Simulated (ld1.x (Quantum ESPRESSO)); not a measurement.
**gallium (Ga): TM pseudisation with Wu–Cohen, scalar-relativistic reference atom.**

* Element: gallium (Ga)
* Generator: ld1.x (Quantum ESPRESSO) 7.5
* Type: norm-conserving Troullier–Martins (Kleinman–Bylander form)
* Functional: Wu–Cohen
* Relativity: scalar-relativistic
* Frozen core: [Ne]
* Valence charge: 21
* Reference configuration: 3s2 3p6 3d10 4s2 4p1
* Partial waves: 3p (bound): rc 0.85 bohr; 3d (bound): rc 1.05 bohr; 3s (bound): rc 0.95 bohr
* Local potential: the s channel
* Core correction: a·sin(br)/r model core, default radius (core density twice the valence density)

Occupied shells without a wave of their own: 4p, 4s. They enter only through the test configuration that unscreens the potential, and ld1.x also counts them in the model core charge.

All-electron outer shells of the reference configuration (Wu–Cohen, scalar-relativistic, ld1.x):

```
shell  level (eV)  outermost node (bohr)  outermost maximum (bohr)
   2s    -1261.84                   0.07                      0.18
   2p    -1098.89                      –                      0.15
   3s     -147.85                   0.27                      0.56
   3p      -98.74                   0.24                      0.56
   3d      -19.15                      –                      0.53
   4s       -8.99                   0.81                      1.90
   4p       -2.56                   0.87                      2.53
```

Calculated quality:

```json
{"Cutoffs needed": "230 Ry and over 300 Ry (the cutoffs (Ry, on a coarse ladder) from which the occupation-weighted sum of valence levels, in a spherical-Bessel basis at the reference potential, stays within 10 and 1 mRy of its value at 400 Ry)", "Ghost test": "no extra level below or beside the all-electron valence levels (p, d, s, f tested) (spherical-Bessel basis up to 400 Ry, 20 bohr box)", "Configuration tests": "1 of 7 tests not solved or not reliable; not counted: 3s2 3p6 3d10 4s1 4p0 (solver errors, printed error -2.2 eV)"}
```

The potential misses its own reference levels by up to 0.8 eV. ld1.x takes every shell without a wave as core, so the model core holds the 4p, 4s electrons as well and exchange and correlation see them twice. This cancels in the reference configuration, but the file is broken for other ones, and its errors say nothing about a proper core correction.

Generation and tests took about 1.4 s on one core of a shared server CPU.
